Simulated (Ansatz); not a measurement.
ClGeH (`[Cl][GeH]`), relaxed with RKS PBE-D4/def2-SVP in the Gaussian-basis code of Ansatz from a rough embedded geometry. The force threshold is 0.03 eV/Å; the program also tests the step.

Total charge 0; spin multiplicity 1.

Start:

```xyz
3

Cl   -0.508    1.571   -0.557
Ge    0.695   -0.151    0.190
H    -0.187   -1.419    0.366
```

**Question.** By how much does the energy fall, and how many steps does the optimiser take? (Estimate.)

**Answer.** The calculation gave: 5.32 kcal/mol, in 3 steps.

**Question.** Which bonds change most? (An estimate is asked.)

**Answer.** Ansatz gave: Ge2–H3 from 1.555 to 1.626 Å; Cl1–Ge2 from 2.229 to 2.212 Å.

**Question.** Give the relaxed structure. (An estimate is asked.)

**Answer.** The calculation gave: 
```xyz
3

Cl   -0.547    1.422   -0.523
Ge    0.843   -0.132    0.216
H    -0.296   -1.290    0.306
```
